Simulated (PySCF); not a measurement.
Mg(NH2)(OSiH3) (H₅MgNOSi), SMILES [NH2][Mg][O][SiH3].

Geometry optimised at B3LYP-D3(BJ)/def2-SVP. One conformer was computed; it need not be the lowest.

Method: B3LYP-D3(BJ)/def2-SVP (PySCF).

Frequencies are harmonic and unscaled.

A small imaginary wavenumber (i) marks a very flat motion, where grid noise or a shallow saddle decides the sign.

Computed normal modes with their intensities:
| mode | ν (cm⁻¹) | IR (km/mol) | Raman (Å⁴/amu) | depolarisation | moving atoms (share of kinetic energy) |
|---|---|---|---|---|---|
| 1 | 17i | 0.0 | 6.3 | 0.75 | H 100 % |
| 2 | 64 | 0.2 | 0.1 | 0.75 | O 43 %, N 18 %, H 17 %, Si 12 %, Mg 10 % |
| 3 | 64 | 0.2 | 0.2 | 0.75 | O 40 %, H 19 %, N 17 %, Si 12 %, Mg 11 % |
| 4 | 161 | 44.7 | 0.0 | – | Mg 47 %, O 33 %, H 14 % |
| 5 | 172 | 67.1 | 0.9 | 0.75 | Mg 52 %, O 30 %, N 14 % |
| 6 | 305 | 108.1 | 16.2 | 0.75 | H 84 %, N 16 % |
| 7 | 411 | 0.2 | 16.5 | 0.18 | N 36 %, Si 36 %, Mg 14 %, H 10 % |
| 8 | 539 | 94.3 | 0.8 | 0.75 | H 80 %, N 16 % |
| 9 | 741 | 67.2 | 9.1 | 0.75 | H 83 %, Si 10 % |
| 10 | 741 | 69.9 | 7.6 | 0.75 | H 83 %, Si 10 % |
| 11 | 761 | 41.3 | 1.8 | 0.04 | Mg 49 %, N 35 % |
| 12 | 965 | 92.2 | 27.6 | 0.75 | H 96 % |
| 13 | 965 | 93.8 | 28.5 | 0.75 | H 96 % |
| 14 | 1017 | 374.1 | 20.4 | 0.69 | H 89 %, Si 11 % |
| 15 | 1082 | 403.7 | 5.5 | 0.15 | O 74 %, Si 14 %, Mg 9 % |
| 16 | 1528 | 12.6 | 5.5 | 0.45 | H 92 %, N 8 % |
| 17 | 2178 | 209.1 | 97.2 | 0.75 | H 96 % |
| 18 | 2178 | 206.7 | 94.3 | 0.75 | H 96 % |
| 19 | 2194 | 113.5 | 211.2 | 0.01 | H 99 % |
| 20 | 3549 | 7.6 | 175.3 | 0.08 | H 96 % |
| 21 | 3624 | 11.9 | 115.9 | 0.75 | H 92 %, N 8 % |
